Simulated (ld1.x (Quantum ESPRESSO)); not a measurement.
**phosphorus (P): TM pseudisation with PBE, non-relativistic reference atom.**

ld1.x (Quantum ESPRESSO) 7.5 was run on this input:

```
&input
   title='P', zed=15., rel=0, dft='PBE', iswitch=3,
   config='[Ne] 3s2 3p3',
   nld=2, rlderiv=2.05, eminld=-3.0, emaxld=5.0, deld=0.02
 /
 &inputp
   pseudotype=2, tm=.true., lloc=1,
   nlcc=.false.,
   file_pseudopw='P.UPF', file_wfcaegen='ae.wfc', file_wfcncgen='nc.wfc', file_beta='beta', file_chi='chi'
 /
2
3S  1  0   2.00   0.00  1.15  1.15  0.0
3P  2  1   3.00   0.00  1.90  1.90  0.0
 &test
   configts(1)='3s2 3p3'
 /
```

Command:

```bash
ld1.x < P.in > P.out
```

Resulting log (shortened: banner, matrices, multipoles, cross overlaps and the repeated all-electron block are left out):

```
Program LD1 v.7.5
     --------------------------- All-electron run ----------------------------

     P

     atomic number is 15.00
     dft =PBE   lsd =0 sic =0 latt =0  beta=0.20 tr2=1.0E-14
     Exchange-correlation= PBE
                           (   1   4   3   4   0   0   0)
     mesh =1147 r(mesh) = 101.18493 a.u. xmin = -7.00 dx = 0.01250
     1 Ry =  13.60569312 eV

     n l     nl                  e(Ry)          e(Ha)          e(eV)
     1 0     1S 1( 2.00)      -152.7160       -76.3580     -2077.8067
     2 0     2S 1( 2.00)       -12.7198        -6.3599      -173.0613
     2 1     2P 1( 6.00)        -9.1512        -4.5756      -124.5080
     3 0     3S 1( 2.00)        -1.0213        -0.5106       -13.8952
     3 1     3P 1( 3.00)        -0.4055        -0.2028        -5.5176

     final scf error:  1.7E-15 reached in  26 iterations

     Etot =    -682.095522 Ry,    -341.047761 Ha,   -9280.382359 eV

     Ekin =     681.146967 Ry,     340.573484 Ha,    9267.476609 eV
     Encl =   -1623.813718 Ry,    -811.906859 Ha,  -22093.111137 eV
     Eh   =     306.420233 Ry,     153.210117 Ha,    4169.059659 eV
     Exc  =     -45.849005 Ry,     -22.924502 Ha,    -623.807490 eV

     normalization and overlap integrals

     s(1S/1S) =  1.000000  <r> =   0.1040  <r2> =    0.0145  r(max) =   0.0684
     s(2S/2S) =  1.000000  <r> =   0.5217  <r2> =    0.3244  r(max) =   0.4187
     s(2P/2P) =  1.000000  <r> =   0.4858  <r2> =    0.2963  r(max) =   0.3559
     s(3S/3S) =  1.000000  <r> =   1.9015  <r2> =    4.2098  r(max) =   1.5753
     s(3P/3P) =  1.000000  <r> =   2.3723  <r2> =    6.7831  r(max) =   1.8302

     ------------------------ End of All-electron run ------------------------

     --------------------- Generating NC pseudopotential ---------------------

      Generating local pot.: lloc=1, matching radius rcloc =   1.9000

      Wfc   3S  rcut= 1.153  Using Troullier-Martins method

     ------------------- End of pseudopotential generation -------------------

     Computing logarithmic derivative in   2.06106
     Computing logarithmic derivative in   2.06106
     Computing the partial wave expansion
     R is outside the sphere for l=    0 j= 0.00
       no projector for channel:   1

     ---------------------- Testing the pseudopotential ----------------------

     P

     atomic number is 15.00   valence charge is  5.00
     dft =PBE   lsd =0 sic =0 latt =0  beta=0.20 tr2=1.0E-14
     mesh =1147 r(mesh) = 101.18493 xmin = -7.00 dx = 0.01250

     n l     nl             e AE (Ry)        e PS (Ry)    De AE-PS (Ry)
     1 0     3S   1( 2.00)       -1.02128       -1.02128       -0.00000
     2 1     3P   1( 3.00)       -0.40553       -0.40553        0.00000

     eps = 3.3E-15  iter =  8

     Etot =    -682.095522 Ry,    -341.047761 Ha,   -9280.382359 eV
     Etotps =   -12.787814 Ry,      -6.393907 Ha,    -173.987068 eV

     Ekin =       4.584165 Ry,       2.292082 Ha,      62.370739 eV
     Encl =     -25.173108 Ry,     -12.586554 Ha,    -342.497586 eV
     Ehrt =      10.392229 Ry,       5.196115 Ha,     141.393481 eV
     Ecxc =      -2.952501 Ry,      -1.476250 Ha,     -40.170822 eV
     Epseu=       0.361402 Ry,       0.180701 Ha,       4.917120 eV

     ---------------------- End of pseudopotential test ----------------------
```

Generation and configuration tests took about 1.6 s on one core of a shared server CPU.

Transferability test of the new file with ld1.x, input:

```
&input
   title='P', zed=15., rel=0, dft='PBE', iswitch=2,
   config='[Ne] 3s2 3p3'
 /
 &test
   file_pseudo='P.UPF', nconf=8,
   configts(1)='3s2 3p3',
   configts(2)='3s2 3p2',
   configts(3)='3s2 3p1',
   configts(4)='3s2 3p0',
   configts(5)='3s0 3p5',
   configts(6)='3s1 3p0',
   configts(7)='3s2 3p3.3',
   configts(8)='3s1 3p3'
 /
```

```bash
ld1.x < P.test.in > P.test.out
```

Pseudopotential blocks of its output, shortened (energy terms left out):

```
     ---------------------- Testing the pseudopotential ----------------------

     n l     nl             e AE (Ry)        e PS (Ry)    De AE-PS (Ry)
     1 0     3S   1( 2.00)       -1.02128       -1.02128       -0.00000
     2 1     3P   1( 3.00)       -0.40553       -0.40553        0.00000

     eps = 9.9E-15  iter =  7

     Etot =    -682.095522 Ry,    -341.047761 Ha,   -9280.382359 eV
     Etotps =   -12.787814 Ry,      -6.393907 Ha,    -173.987069 eV

     ---------------------- End of pseudopotential test ----------------------

          ---------------------- Testing the pseudopotential ----------------------

     n l     nl             e AE (Ry)        e PS (Ry)    De AE-PS (Ry)
     1 0     3S   1( 2.00)       -1.70559       -1.70538       -0.00021
     2 1     3P   1( 2.00)       -1.04566       -1.04515       -0.00051

     eps = 5.8E-16  iter =  9

     Etot =    -681.379515 Ry,    -340.689758 Ha,   -9270.640586 eV
     Etotps =   -12.071989 Ry,      -6.035995 Ha,    -164.247783 eV
     dEtot_ae =       0.716007 Ry
     dEtot_ps =       0.715824 Ry,   Delta E=       0.000183 Ry

     ---------------------- End of pseudopotential test ----------------------

          ---------------------- Testing the pseudopotential ----------------------

     n l     nl             e AE (Ry)        e PS (Ry)    De AE-PS (Ry)
     1 0     3S   1( 2.00)       -2.48884       -2.48751       -0.00132
     2 1     3P   1( 1.00)       -1.78494       -1.78236       -0.00258

     eps = 7.2E-15  iter = 10

     Etot =    -679.971336 Ry,    -339.985668 Ha,   -9251.481335 eV
     Etotps =   -10.665150 Ry,      -5.332575 Ha,    -145.106755 eV
     dEtot_ae =       2.124186 Ry
     dEtot_ps =       2.122664 Ry,   Delta E=       0.001522 Ry

     ---------------------- End of pseudopotential test ----------------------

          ---------------------- Testing the pseudopotential ----------------------

     n l     nl             e AE (Ry)        e PS (Ry)    De AE-PS (Ry)
     1 0     3S   1( 2.00)       -3.34445       -3.33912       -0.00532  !
     2 1     3P   1( 0.00)       -2.59869       -2.58949       -0.00920  !

     eps = 3.5E-15  iter =  9

     Etot =    -677.784790 Ry,    -338.892395 Ha,   -9221.731854 eV
     Etotps =    -8.483864 Ry,      -4.241932 Ha,    -115.428846 eV
     dEtot_ae =       4.310733 Ry
     dEtot_ps =       4.303950 Ry,   Delta E=       0.006783 Ry

     ---------------------- End of pseudopotential test ----------------------

          ---------------------- Testing the pseudopotential ----------------------

     n l     nl             e AE (Ry)        e PS (Ry)    De AE-PS (Ry)
     1 0     3S   1( 0.00)       -1.11900       -1.11317       -0.00583  !
     2 1     3P   1( 5.00)       -0.48438       -0.48419       -0.00019

     eps = 2.7E-15  iter = 11

     Etot =    -680.844384 Ry,    -340.422192 Ha,   -9263.359749 eV
     Etotps =   -11.542138 Ry,      -5.771069 Ha,    -157.038782 eV
     dEtot_ae =       1.251139 Ry
     dEtot_ps =       1.245676 Ry,   Delta E=       0.005463 Ry

     ---------------------- End of pseudopotential test ----------------------

          ---------------------- Testing the pseudopotential ----------------------

     n l     nl             e AE (Ry)        e PS (Ry)    De AE-PS (Ry)
     1 0     3S   1( 1.00)       -4.28654       -4.26495       -0.02159  !
     2 1     3P   1( 0.00)       -3.50029       -3.47412       -0.02617  !

     eps = 4.1E-15  iter = 14

     Etot =    -673.971563 Ry,    -336.985782 Ha,   -9169.850263 eV
     Etotps =    -4.681560 Ry,      -2.340780 Ha,     -63.695873 eV
     dEtot_ae =       8.123959 Ry
     dEtot_ps =       8.106253 Ry,   Delta E=       0.017706 Ry

     ---------------------- End of pseudopotential test ----------------------

          ---------------------- Testing the pseudopotential ----------------------

     n l     nl             e AE (Ry)        e PS (Ry)    De AE-PS (Ry)
     1 0     3S   1( 2.00)       -0.84180       -0.84180       -0.00000
     2 1     3P   1( 3.30)       -0.23863       -0.23866        0.00003

     eps = 4.5E-16  iter =  9

     Etot =    -682.191802 Ry,    -341.095901 Ha,   -9281.692308 eV
     Etotps =   -12.884098 Ry,      -6.442049 Ha,    -175.297090 eV
     dEtot_ae =      -0.096279 Ry
     dEtot_ps =      -0.096285 Ry,   Delta E=       0.000005 Ry

     ---------------------- End of pseudopotential test ----------------------

          ---------------------- Testing the pseudopotential ----------------------

     n l     nl             e AE (Ry)        e PS (Ry)    De AE-PS (Ry)
     1 0     3S   1( 1.00)       -1.75543       -1.75355       -0.00188
     2 1     3P   1( 3.00)       -1.08876       -1.08862       -0.00014

     eps = 1.1E-15  iter =  9

     Etot =    -680.716156 Ry,    -340.358078 Ha,   -9261.615121 eV
     Etotps =   -11.409200 Ry,      -5.704600 Ha,    -155.230072 eV
     dEtot_ae =       1.379367 Ry
     dEtot_ps =       1.378614 Ry,   Delta E=       0.000753 Ry

     ---------------------- End of pseudopotential test ----------------------
```
